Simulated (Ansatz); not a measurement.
Born–Oppenheimer molecular dynamics of C$_{2}$H$_{9}$BOS (14 atoms, charge 0, multiplicity 1). It starts from a rough guess of a transition structure, not a stationary point.

These are results of Ansatz 0.2.0, UKS revPBE/6-31G, not measurements.

| Quantity | Value |
| --- | --- |
| ensemble | NVE (velocity Verlet) |
| time step | 0.5 fs |
| steps asked | 150 |
| starting velocities drawn for | 1000 K |
| seed | 543613 |

First frame:

```xyz
14
Properties=species:S:1:pos:R:3
B -0.049 -0.011 0.013
S 1.243 1.683 0.586
C -1.541 0.281 0.454
C 0.685 -1.383 0.299
H 0.914 1.349 -1.144
O 0.193 0.437 -1.661
H 2.361 0.969 0.579
H -1.661 0.146 1.526
H -1.872 1.293 0.224
H -2.234 -0.408 -0.028
H 0.805 -1.557 1.366
H 0.102 -2.214 -0.093
H 1.670 -1.443 -0.158
H -0.615 0.856 -1.963
```

**Question.** How far do the bonds stretch over the last three quarters of this one trajectory? (Pairs bonded in most of those frames.)

**Answer.** 
```json
{"bond": "B1–S2", "mean (Å)": "1.920", "spread (Å)": "0.071", "shortest": "1.84", "longest": "2.14"}
{"bond": "B1–C3", "mean (Å)": "1.622", "spread (Å)": "0.068", "shortest": "1.50", "longest": "1.72"}
{"bond": "B1–C4", "mean (Å)": "1.599", "spread (Å)": "0.033", "shortest": "1.56", "longest": "1.66"}
{"bond": "S2–H7", "mean (Å)": "1.399", "spread (Å)": "0.049", "shortest": "1.32", "longest": "1.47"}
{"bond": "C3–H8", "mean (Å)": "1.121", "spread (Å)": "0.054", "shortest": "1.04", "longest": "1.21"}
{"bond": "C3–H9", "mean (Å)": "1.114", "spread (Å)": "0.036", "shortest": "1.05", "longest": "1.18"}
{"bond": "C3–H10", "mean (Å)": "1.116", "spread (Å)": "0.040", "shortest": "1.06", "longest": "1.18"}
{"bond": "C4–H11", "mean (Å)": "1.124", "spread (Å)": "0.054", "shortest": "1.03", "longest": "1.21"}
{"bond": "C4–H12", "mean (Å)": "1.114", "spread (Å)": "0.016", "shortest": "1.09", "longest": "1.15"}
{"bond": "C4–H13", "mean (Å)": "1.109", "spread (Å)": "0.016", "shortest": "1.08", "longest": "1.15"}
{"bond": "H5–O6", "mean (Å)": "0.996", "spread (Å)": "0.047", "shortest": "0.92", "longest": "1.07"}
{"bond": "O6–H14", "mean (Å)": "0.992", "spread (Å)": "0.035", "shortest": "0.94", "longest": "1.05"}
```

Mean temperature of the second half: 742 K. The conserved energy stayed within 0.27 meV per atom of its start (net change -0.04 meV per atom), so the integration is sound. A run of 0.075 ps of so small a system gives no equilibrium averages. The orbitals stay closed-shell, which can raise the energy where a bond breaks towards radicals; this wasn't checked here. Limits of this set-up: no polarisation functions.

The run took 14 min on 1 thread of Arm Neoverse V1 (shared host), peak memory 0.15 GiB.
